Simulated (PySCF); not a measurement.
# Working with the constants of ReB

PBE0 constants of ReB, quintet, unpaired electrons σ ↑↑, δ ↑↑, a mixture of terms (⟨Lz²⟩ = 1.5) (basis Re x2c-TZVPPall, B x2c-TZVPPall; spin-free X2C with a Gaussian nucleus; PySCF 2.14; masses 186.9558 and 11.0093 u):

| Item | Value |
| --- | --- |
| ωe | 885.8 cm⁻¹ |
| ωexe | 4.48 cm⁻¹ |
| Be | 0.49018 cm⁻¹ |
| αe | 0.00315 cm⁻¹ |
| De to Re (5d5 6s2) + B | 3.56 eV |

(1) What force constant and bond length do these constants imply?

(2) Estimate the centrifugal constant D from the Kratzer relation and find the Dunham coefficient a1.

The metal atom is held in its measured ground configuration; semilocal functionals can put another filling of s and d lower by some tenths of an eV, and De to that atom would be smaller. These are scalar-relativistic numbers at best; spin–orbit coupling would shift them, the dissociation energy most. The state is the lowest single determinant that the PBE0 search found; with open d or f shells the true ground state can be another one.

Results:

(1) Reduced mass μred = 10.397 u; k = 5.8918×10⁻⁷·μred·ωe² (u, cm⁻¹, mdyn/Å) = 4.81 mdyn/Å; Re = √(16.8576/(μred·Be)) (u, cm⁻¹, Å) = 1.819 Å.

(2) D = 4Be³/ωe² = 6e-07 cm⁻¹; a1 = −1 − αeωe/(6Be²) = -2.94.
